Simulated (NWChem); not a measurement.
Molecule: CH₅FO₂Si; SMILES F[Si@@H](OC)O

```xyz
10

C     -0.0409     2.0384     0.4746
O     -0.2958     1.1054    -0.5460
Si    -0.0369    -0.5053    -0.4834
O      1.4441    -0.7796     0.1852
F     -1.1229    -1.2477     0.4669
H     -0.8661     2.0609     1.2065
H      0.8972     1.8122     1.0085
H      0.0462     3.0379     0.0236
H     -0.2032    -1.0314    -1.8489
H      1.5619    -1.5816     0.7016
```
Atoms are numbered in this order, from 1.

Results from NWChem. Pople sets run with spherical d functions. The geometry was optimised at PBE0/def2-SVP. B3LYP is NWChem's, with the RPA form of VWN correlation. GIAO values for the isolated, static molecule; σ is the absolute isotropic shielding, δ = σ(reference) − σ with the isolated reference molecule computed at the same levels (13C: tetramethylsilane, 19F: trichlorofluoromethane, 1H: tetramethylsilane, 17O: water, 29Si: tetramethylsilane).

```
level           δ C1 (ppm)  δ O2 (ppm)  δ Si3 (ppm)  δ O4 (ppm)  δ F5 (ppm)  δ H6 (rotor mean) (ppm)  δ H9 (ppm)
--------------  ----------  ----------  -----------  ----------  ----------  -----------------------  ----------
PBE0/pcSseg-1         51.0        37.3        -54.5        48.9      -136.3                     3.82        4.32
B3LYP/6-311G**        50.7        46.6        -55.7        53.0      -151.2                     3.80        4.41
PBE/pcSseg-1          52.3        51.2        -56.2        57.3      -150.0                     3.93        4.56
```
